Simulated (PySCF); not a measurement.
Species: SiH2Me(OAc), C3H8O2Si.
Bonds: Si1–C4, Si1–O8, O8–C9, C9–C10, C9–O11. Hydrogens: H2, H3 on Si1; H5, H6, H7 on C4; H12, H13, H14 on C10.

Computed by this run: PBE0-D3(BJ)/def2-SVP geometry optimisation, gas phase (PySCF 2.14.0); density fitting, grid level 1; the optimiser is geomeTRIC in internal coordinates, started from a GFN2-xTB structure with every atom displaced at random (about 0.03 Å).

Step 0: E = -15194.7525 eV
```
atom  x, y, z in Å  |  force x, y, z in eV/Å
Si1     0.7348    1.0618    0.4861   -2.189   4.013   0.453
H2      0.6097    1.1405    1.9273    0.198  -0.023   0.821
H3      1.9842    1.1334   -0.0558    2.961   0.009  -0.844
C4     -0.2923    2.5000   -0.3158   -3.090  -3.502   1.047
H5     -0.0268    3.4493   -0.0478    1.225   3.068   0.870
H6     -1.4391    2.4409    0.0083    2.207  -0.157  -0.409
H7     -0.3518    2.4366   -1.3894    0.293  -0.157  -0.881
O8     -0.0470   -0.2253   -0.0792   -1.761  -2.338  -0.864
C9      0.3365   -1.4385    0.3075   -2.558  -1.346  -2.864
C10    -0.5205   -2.5511   -0.3086   -0.989   1.539  -0.925
O11     1.2886   -1.6411    0.9570    2.505  -0.198   2.101
H12    -0.1099   -3.5139   -0.0296    0.030  -0.421   0.041
H13    -0.6009   -2.4189   -1.4510    0.396  -0.203   1.515
H14    -1.5849   -2.4175    0.0344    0.772  -0.283  -0.061
```

Step 1: E = -15195.6236 eV
```
atom  x, y, z in Å  |  force x, y, z in eV/Å
Si1     0.6772    1.1275    0.4313    0.238   0.939   0.135
H2      0.5936    1.1479    1.9201    0.121  -0.042  -0.039
H3      2.0725    1.1882   -0.0911    0.028  -0.091   0.146
C4     -0.3256    2.5384   -0.2856   -0.388  -0.175  -0.018
H5     -0.0022    3.5397    0.0376    0.206  -0.084  -0.038
H6     -1.3754    2.4377    0.0351   -0.010  -0.050   0.070
H7     -0.3469    2.4945   -1.3863    0.166   0.070   0.020
O8     -0.0840   -0.2595   -0.1522   -0.389  -0.765  -0.561
C9      0.3349   -1.4829    0.2142   -0.844   0.085   0.399
C10    -0.5317   -2.5969   -0.3084    0.126   0.361  -0.212
O11     1.2459   -1.6265    0.9784    0.658  -0.126   0.141
H12    -0.1481   -3.5621    0.0374   -0.016  -0.006  -0.027
H13    -0.5580   -2.5460   -1.4036    0.048  -0.121  -0.146
H14    -1.5717   -2.4438    0.0164    0.057   0.005   0.130
```

Step 2: E = -15195.6571 eV
```
atom  x, y, z in Å  |  force x, y, z in eV/Å
Si1     0.6488    1.1369    0.4424    0.373   0.173   0.087
H2      0.5939    1.1801    1.9326    0.042  -0.016  -0.042
H3      2.0624    1.1411   -0.0567   -0.153   0.000   0.099
C4     -0.3438    2.5179   -0.3055   -0.012   0.162  -0.127
H5      0.0332    3.5134   -0.0057    0.004  -0.186  -0.058
H6     -1.3878    2.4420    0.0230   -0.140   0.011   0.055
H7     -0.3378    2.4526   -1.4064    0.048   0.045   0.071
O8     -0.1278   -0.2826   -0.1028   -0.016  -0.027   0.255
C9      0.3166   -1.4890    0.2871    0.228   0.091  -0.619
C10    -0.5287   -2.5642   -0.3171    0.033  -0.296   0.259
O11     1.3030   -1.6428    0.9619   -0.330   0.109   0.032
H12    -0.1213   -3.5470   -0.0571   -0.062  -0.053  -0.011
H13    -0.5737   -2.4409   -1.4070    0.064   0.043  -0.035
H14    -1.5566   -2.4614    0.0547   -0.079  -0.056   0.031
```

Step 3: E = -15195.6761 eV
```
atom  x, y, z in Å  |  force x, y, z in eV/Å
Si1     0.6405    1.1483    0.4355    0.217  -0.070   0.075
H2      0.5961    1.1626    1.9242   -0.003   0.015  -0.003
H3      2.0519    1.1319   -0.0514   -0.072   0.033   0.019
C4     -0.3359    2.5522   -0.2944   -0.072   0.048  -0.039
H5      0.0740    3.5259    0.0204   -0.013  -0.050  -0.006
H6     -1.3865    2.4959    0.0337    0.043   0.030  -0.014
H7     -0.3174    2.5092   -1.3946    0.000   0.014   0.020
O8     -0.1600   -0.2572   -0.1328   -0.333  -0.341  -0.113
C9      0.2811   -1.4707    0.2366    0.364   0.277  -0.040
C10    -0.5218   -2.6103   -0.3107   -0.132   0.142  -0.046
O11     1.2588   -1.5894    0.9302    0.031  -0.120   0.125
H12    -0.0797   -3.5656   -0.0071    0.019   0.042   0.022
H13    -0.5670   -2.5415   -1.4080   -0.008   0.008   0.024
H14    -1.5537   -2.5351    0.0617   -0.040  -0.029  -0.023
```

Problem. Estimate the geometry and energy of step 4. (The exact step hangs on the optimiser's Hessian estimate; all steps are aligned on step 3, rigid shifts and turns removed.)

Solution. E = -15195.6805 eV, largest force 0.368 eV/Å
```
atom  x, y, z in Å  |  force x, y, z in eV/Å
Si1     0.6471    1.1391    0.4338    0.024   0.071   0.031
H2      0.6072    1.1543    1.9217   -0.007   0.007   0.008
H3      2.0521    1.1438   -0.0568    0.012   0.003  -0.009
C4     -0.3464    2.5381   -0.2957   -0.054  -0.056   0.023
H5      0.0602    3.5104    0.0197    0.012   0.030   0.018
H6     -1.3970    2.4795    0.0340    0.065   0.014  -0.016
H7     -0.3283    2.4994   -1.3950    0.000  -0.003  -0.014
O8     -0.1467   -0.2715   -0.1364    0.059  -0.055  -0.072
C9      0.3156   -1.4745    0.2317   -0.274   0.026   0.244
C10    -0.5238   -2.5905   -0.3122    0.063  -0.055  -0.089
O11     1.2676   -1.6048    0.9582    0.063   0.033  -0.125
H12    -0.1117   -3.5554    0.0017    0.002  -0.018  -0.011
H13    -0.5564   -2.5255   -1.4101   -0.016  -0.024   0.016
H14    -1.5588   -2.4862    0.0488    0.051   0.029  -0.003
```

The energy changes by -0.0043 eV. The first-order estimate −F·Δx gives -0.0225 eV and the mean of the old and new forces, exact on a quadratic surface, -0.0043 eV. The step makes an angle of 72° with the force vector and moves no atom by more than 0.051 Å.

What follows is the cost of the whole optimisation. Time: 53 s of wall time; peak memory 0.48 GiB. Hardware: one thread, Arm Neoverse V1 (aarch64), no GPU, shared host with 32 logical CPUs at a one-minute load of 26.
